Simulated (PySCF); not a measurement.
**How methods differ on the ionisation energy of Sr¹⁸⁺**

Sr¹⁸⁺ [Ar] 3d2 (3F) → Sr¹⁹⁺ [Ar] 3d1 (2D), as a difference of total energies. Calculation: PySCF 2.14, in an uncontracted even-tempered set (17 s from 1.7 bohr⁻², ratio 2.5; 11 p from 2.2 bohr⁻², ratio 2.5; 8 d from 2.2 bohr⁻², ratio 2.5; 4 f from 7.7 bohr⁻², ratio 2.7; 3 g from 12 bohr⁻², ratio 2.7); the non-relativistic Hamiltonian (point nucleus). Correlated levels: outer shells: [Ne] frozen; virtual orbitals above 40 to 60 times the deepest correlated orbital energy dropped. The calculations carry no spin-orbit coupling.

```json
{"method": "UHF", "ionisation energy (eV)": "722.34"}
{"method": "PBE", "ionisation energy (eV)": "722.86"}
{"method": "PBE0", "ionisation energy (eV)": "723.08"}
{"method": "r2SCAN", "ionisation energy (eV)": "723.86"}
{"method": "B2PLYP", "ionisation energy (eV)": "723.00"}
{"method": "PW91", "ionisation energy (eV)": "723.24"}
{"method": "MP2 (outer shells)", "ionisation energy (eV)": "722.42"}
```

Q: Estimate what SCS-MP2 (outer shells) gives.

A: 722.35 eV, closest to UHF among the rows shown.

Q: Estimate what LDA gives.

A: 722.68 eV, closest to PBE among the rows shown.

A first-order spin-orbit estimate (lowest level to lowest level, LS coupling) adds 0.436 eV.

All relativistic terms are absent from these numbers, so their closeness to the reference says little about the methods.

For comparison: 722 ± 3 eV (theoretical estimate listed by NIST; NIST Atomic Spectra Database, ionization energies).
